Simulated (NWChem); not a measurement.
System: BNH3, doublet; SMILES [BH]N

The following NWChem deck was run.

```
start job
memory heap 200 mb stack 900 mb global 1100 mb
geometry units angstroms noautoz
  B     -0.141025    -0.837440     0.000000
  N     -0.013697     0.540642     0.000000
  H      0.782534    -1.628619     0.000000
  H      0.887220     1.034701     0.000000
  H     -0.812225     1.179079     0.000000
end
basis spherical
  * library def2-svp
end
dft
  odft
  mult 2
  xc xpbe96 cpbe96
  iterations 150
end
tddft
  cis
  nroots 6
end
task tddft energy
```

NWChem printed, in part:

```
             Northwest Computational Chemistry Package (NWChem) 7.3.0
             --------------------------------------------------------

 CS  symmetry detected

                             Geometry "geometry" -> ""
                             -------------------------

 Output coordinates in angstroms (scale by  1.889725989 to convert to a.u.)

  No.       Tag          Charge          X              Y              Z
 ---- ---------------- ---------- -------------- -------------- --------------
    1 B                    5.0000    -0.15412368    -0.84796073     0.00000000
    2 N                    7.0000    -0.01165509     0.52863839     0.00000000
    3 H                    1.0000     0.76068266    -1.64924395     0.00000000
    4 H                    1.0000     0.89463832     1.01276440     0.00000000
    5 H                    1.0000    -0.80311696     1.17581447     0.00000000

 Effective nuclear repulsion energy (a.u.)      27.5462475447

      Symmetry information
      --------------------

 Group name             Cs
 Group number              2
 Group order               2
 No. of unique centers     5

  pbe96 is a nonlocal functional; adding pw91lda local functional.

                                 NWChem DFT Module
                                 -----------------

 Summary of "ao basis" -> "ao basis" (spherical)
 ------------------------------------------------------------------------------
       Tag                 Description            Shells   Functions and Types
 ---------------- ------------------------------  ------  ---------------------
 B                          def2-svp                 6       14   3s2p1d
 N                          def2-svp                 6       14   3s2p1d
 H                          def2-svp                 3        5   2s1p

      Symmetry analysis of basis
      --------------------------

        a'         32
        a"         11

[...]

                                NWChem TDDFT Module
                                -------------------

            General Information
            -------------------
           No. of orbitals :      86
            Alpha orbitals :      43
             Beta orbitals :      43
        Alpha frozen cores :       0
         Beta frozen cores :       0
     Alpha frozen virtuals :       0
      Beta frozen virtuals :       0
         Spin multiplicity :       2
    Number of AO functions :      43
        Use of symmetry is : off
      Symmetry adaption is : on
         Schwarz screening :  0.10D-07

              XC Information
              --------------
   PerdewBurkeErnzerhof Exchange Functional   1.00
     Perdew 1991 LDA Correlation Functional   1.00 local
    PerdewBurkeErnz. Correlation Functional   1.00 non-local

             TDDFT Information
             -----------------
          Calculation type : Tamm-Dancoff TDDFT
         Wavefunction type : Unrestricted
          No. of electrons :      15
           Alpha electrons :       8
            Beta electrons :       7
              No. of roots :       6
          Max subspacesize :    5200
            Max iterations :     100
               Target root :       1
           Target symmetry : none
      Symmetry restriction : off
                 Algorithm : Optimal
        Davidson threshold :  0.10D-03

    6 smallest eigenvalue differences (eV)
--------------------------------------------------------
  No. Spin  Occ  Vir  Irrep   E(Occ)    E(Vir)   E(Diff)
--------------------------------------------------------
    1    1    8    9 a"       -0.148    -0.028     3.267
    2    1    8   10 a'       -0.148     0.025     4.699
    3    2    7    8 a"       -0.268    -0.057     5.758
    4    1    8   11 a'       -0.148     0.075     6.070
    5    1    7    9 a'       -0.270    -0.028     6.592
    6    2    7    9 a'       -0.268    -0.004     7.201
--------------------------------------------------------

  Entering Davidson iterations
  Unrestricted

  Iter   NTrls   NConv    DeltaV     DeltaE      Time
  ----  ------  ------  ---------  ---------  ---------
    1      6       0     0.25E+00   0.10+100        1.2
    2     12       0     0.74E-01   0.49E-01        1.3
    3     18       0     0.80E-01   0.98E-02        1.4
    4     24       2     0.15E+00   0.18E-01        1.2
    5     28       5     0.11E+00   0.31E-01        1.1
    6     29       5     0.11E+00   0.13E-03        0.6
    7     30       5     0.56E-01   0.12E-01        0.6
    8     31       5     0.15E-01   0.29E-02        0.5
    9     32       5     0.13E-02   0.26E-03        0.5
   10     33       5     0.11E-03   0.15E-05        0.5
   11     34       6     0.87E-04   0.15E-07        0.5
  ----  ------  ------  ---------  ---------  ---------
  Convergence criterion met

  Ground state a'        -81.186181481813 a.u.
  <S2> =   0.7533

  ----------------------------------------------------------------------------
  Root   1         a"             0.119445556 a.u.                3.2503 eV
  <S2> =   0.7510
  ----------------------------------------------------------------------------
     Transition Moments    X -0.00000   Y -0.00000   Z -0.41781
     Dipole Oscillator Strength                    0.0139010204
     Electric Quadrupole                           0.0000000195
     Magnetic Dipole                               0.0000009007
     Total Oscillator Strength                     0.0139019407

[...]
```

Level: PBE/def2-SVP, spin-unrestricted, TDA. In the optimisation the excess spin sits in a' (Cs, its own frame). Geometry: optimised at PBE-D3(BJ)/def2-SVP, spin-unrestricted. No stability test was run on the SCF state.
